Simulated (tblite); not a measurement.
Species: C7H14B2O.
Numbering: `[BH3-:1][O+:2]1[CH2:3][C@@H:4]2[CH:5]=[CH:6][BH:7][CH2:8][C@H:9]1[CH2:10]2` (hydrogens: H11, H12, H13 on B1; H14, H15 on C3; H16 on C4; H17 on C5; H18 on C6; H19 on B7; H20, H21 on C8; H22 on C9; H23, H24 on C10)
Bond orders are those of one Lewis drawing.

Computed with GFN2-xTB (tblite), gas phase: L-BFGS steps from a force-field or distance-geometry start until the largest atomic force falls under 0.01 eV/Å.

Geometry at step 5:
```
atom  x, y, z in Å
B1     -2.7040    0.2570    0.4786
O2     -1.0638    0.1527    0.4488
C3     -0.6025   -1.1608    0.7604
C4      0.5543   -1.4639   -0.1931
C5      1.8852   -1.1283    0.4109
C6      2.2888    0.0893    0.7879
B7      1.6149    1.4663    0.5894
C8      0.4720    1.7669   -0.4513
C9     -0.4820    0.6221   -0.7832
C10     0.2022   -0.5907   -1.3967
H11    -2.9296    1.4129    0.3235
H12    -3.0145   -0.1525    1.5505
H13    -3.0557   -0.4373   -0.4266
H14    -1.4164   -1.8806    0.6157
H15    -0.3063   -1.1837    1.8150
H16     0.5197   -2.5179   -0.4705
H17     2.5333   -1.9843    0.5572
H18     3.2722    0.1177    1.2421
H19     2.0812    2.3870    1.1393
H20     0.9648    2.0570   -1.3815
H21    -0.1224    2.6347   -0.1565
H22    -1.2883    0.9783   -1.4364
H23    -0.4962   -1.1155   -2.0494
H24     1.0814   -0.3067   -1.9664
```

Problem. What forces act on the atoms?

Solution. 
```tsv
atom	Fx (eV/Å)	Fy (eV/Å)	Fz (eV/Å)
B1	0.106	0.000	0.002
O2	-0.181	-0.002	0.116
C3	-0.149	0.071	0.028
C4	-0.007	-0.085	-0.023
C5	-0.035	-0.050	-0.046
C6	0.078	-0.005	-0.117
B7	0.033	0.007	0.019
C8	-0.079	-0.011	-0.091
C9	-0.107	-0.007	0.057
C10	0.026	0.013	-0.115
H11	0.000	-0.032	0.005
H12	0.036	0.016	-0.035
H13	-0.165	-0.001	-0.007
H14	-0.022	0.088	-0.029
H15	0.000	0.072	-0.063
H16	0.163	-0.074	0.024
H17	0.017	-0.007	0.083
H18	0.071	-0.004	0.079
H19	0.047	0.050	0.101
H20	0.054	0.120	-0.104
H21	0.003	-0.061	0.064
H22	0.003	-0.021	0.157
H23	0.035	-0.049	-0.015
H24	0.074	-0.027	-0.088
```

The largest, 0.21 eV/Å, acts on O2; the rms over all components is 0.071 eV/Å. The forces sum to zero within rounding, as they must for an isolated molecule in no field.

Problem. Give the force on O2 in Eh/bohr and in nN.

Solution. 0.215 eV/Å ÷ 51.422 = 0.00418 Eh/bohr, and 0.215 eV/Å × 1.602 = 0.34 nN.

Problem. How far is this geometry from the end of the optimisation?

Solution. 0.105 eV above it, and 0.409 Å rms away after alignment. The bonds farthest from their final lengths, with half the difference of the two atoms' forces along the bond (positive lengthens):

```
  bond  now (Å)  final (Å)  force along bond (eV/Å)
 B1–O2    1.644      1.626                    -0.14
 O2–C3    1.427      1.415                    -0.04
C9–C10    1.522      1.532                    +0.06
B7–H19    1.169      1.174                    +0.04
 C3–C4    1.529      1.534                    +0.09
C3–H15    1.096      1.092                    -0.02
```

The angle farthest from its final value is B7–C8–H20, 106.6° against 110.5°.

Of the 3 listed bonds off by 0.010 Å or more, this force points towards the final length in 3.

The cost below is that of the whole relaxation. On an Arm Neoverse V1 with one thread, no GPU, shared host, this took 1.0 s of wall time.
